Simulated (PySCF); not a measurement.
Coordinates in bohr (charge 1 multiplicity 1):
```
Tl    0.0000    0.0000    0.0000
I     0.0000    0.0000    4.9458
I     0.0000    0.0000   -4.9458
```

Level of theory: PySCF, PBE, basis Tl def2-TZVP with ECP60, I def2-TZVP with ECP28 (scalar-relativistic core potentials, no spin–orbit coupling, density fitting).

This geometry of [TlI2]+ is a stationary point at this level.

Question: What is the point group?

Answer: D∞h.

Question: Is it a minimum?

Answer: Yes: all harmonic wavenumbers are real, though the softest, 49 cm⁻¹, leaves little margin.

Question: List the harmonic modes with their infrared intensities.

Answer: 
```
symmetry  ω (cm⁻¹)  IR (km/mol, summed over degenerate members)     type
      πu        49                                          0.3     bend
     σg+       146                                          0.0  stretch
     σu+       234                                         11.6  stretch
```

In D∞h the vibrations span πu + σg+ + σu+. The σg+ mode carries no infrared intensity, as symmetry demands. With a centre of inversion only u modes can be infrared active and only g modes Raman active.

Only a few start shapes were tried, so a lower isomer may exist. With an element this heavy the missing spin–orbit coupling can shift these numbers.
